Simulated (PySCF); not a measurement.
Run record: excited-state job, `CN(C)B(N)P`.

Computed with TDDFT wB97X-D/def2-SVPD, vertical, gas phase, core orbitals frozen in the response (PySCF 2.14.0, density-fitted response routines). Geometry: GFN2-xTB. The input is one job of a driver script: a line of settings, then coordinates in Å.

Input:
```
{"job": {"kind": "uv", "xc": "wB97X-D", "basis": "def2-SVPD", "nstates": 8, "ntriplets": 3}, "charge": 0, "multiplicity": 1}
C      1.640678     0.580136    -0.569542
N      0.526743    -0.014059     0.133592
C      0.975022    -0.888739     1.191468
B     -0.827101     0.245678    -0.134428
N     -1.247216     1.199546    -1.075204
P     -2.201226    -0.704230     0.850999
H      1.297961     1.112714    -1.451956
H      2.339800    -0.199369    -0.889523
H      2.183768     1.280546     0.075857
H      1.532201    -1.740591     0.784256
H      1.633702    -0.348043     1.879837
H      0.121090    -1.263948     1.754096
H     -2.218265     1.389839    -1.246527
H     -0.636405     1.817852    -1.579227
H     -1.912865    -1.958795     0.336334
H     -3.215485    -0.499593    -0.071443
```

Output:
```
coarse grid: 13208 points
cycle   1  E = -557.5869922415  dE =  6.958e-01  |g| = 3.892e-01  |ddm| = 5.843e+00
cycle   2  E = -557.6061481124  dE = -1.916e-02  |g| = 3.342e-01  |ddm| = 1.047e+00
cycle   3  E = -557.6293294150  dE = -2.318e-02  |g| = 4.037e-02  |ddm| = 4.182e-01
cycle   4  E = -557.6298347599  dE = -5.053e-04  |g| = 1.338e-02  |ddm| = 1.277e-01
cycle   5  E = -557.6298916425  dE = -5.688e-05  |g| = 3.603e-03  |ddm| = 4.286e-02
cycle   6  E = -557.6298958058  dE = -4.163e-06  |g| = 1.696e-03  |ddm| = 1.302e-02
final grid: 121256 points
cycle   7  E = -557.6944335756  dE = -1.216e-04  |g| = 7.953e-03  |ddm| = 1.513e-01
cycle   8  E = -557.6944375954  dE = -4.020e-06  |g| = 7.252e-03  |ddm| = 2.519e-02
cycle   9  E = -557.6944483362  dE = -1.074e-05  |g| = 6.219e-04  |ddm| = 8.631e-03
cycle  10  E = -557.6944484629  dE = -1.267e-07  |g| = 3.081e-04  |ddm| = 2.533e-03
cycle  11  E = -557.6944484919  dE = -2.899e-08  |g| = 7.428e-05  |ddm| = 8.685e-04
cycle  12  E = -557.6944484941  dE = -2.264e-09  |g| = 3.320e-05  |ddm| = 2.763e-04
cycle  13  E = -557.6944484945  dE = -4.017e-10  |g| = 1.136e-05  |ddm| = 1.314e-04
converged SCF energy = -557.6944484945

Static polarisability (au): isotropic 82.895, principal 65.631 85.661 97.391

Singlet excitations
state   eV       nm        f      main configurations
  1   6.0255    205.8   0.03578   H->L 0.88
  2   6.3807    194.3   0.01356   H-1->L 0.63, H-1->L+1 0.11
  3   6.6815    185.6   0.01656   H-1->L+3 0.24, H->L+3 0.18, H->L+1 0.16
  4   7.0643    175.5   0.17794   H->L+1 0.45, H->L+4 0.14, H-1->L+1 0.12
  5   7.1028    174.6   0.05816   H->L+2 0.34, H->L+3 0.24, H->L+1 0.10
  6   7.2931    170.0   0.00647   H->L+3 0.35, H-1->L+3 0.23, H->L+2 0.22
  7   7.3887    167.8   0.15406   H->L+4 0.47, H-1->L+2 0.14, H->L+5 0.09
  8   7.5787    163.6   0.02085   H-1->L+5 0.21, H->L+4 0.15, H-1->L+4 0.14

Triplet excitations (Tamm-Dancoff, eV): 5.7207 5.9001 6.0376
```

The SCF starts on a coarse grid where the log names one; the energy can jump when the final grid takes over, and dE then counts from the start density on the new grid. H and L stand for HOMO and LUMO; the number after each pair is its weight.

Give S1 in cm⁻¹ and kJ/mol.

6.0255 eV × 8065.54 = 48599 cm⁻¹; × 96.485 = 581.4 kJ/mol.

Give the mean polarisability as a volume in Å³, and the ratio of the largest to the smallest principal value.

82.895 au × 0.148185 = 12.28 Å³; 97.391/65.631 = 1.48.

In short: HOMO -8.28 eV, LUMO 1.74 eV; lowest singlet 6.03 eV; lowest triplet 5.72 eV (Tamm–Dancoff); mean polarisability 82.9 au.

Estimate the wall time. Hardware: one thread of an Arm Neoverse V1, shared host.

About 34 s.

One conformer stands for the species.
Labels such as C1 count atoms from 1, the log's own numbers from 0.

Note: wB97X-D ran without an empirical dispersion term, which enters the total energy and its gradient alone.
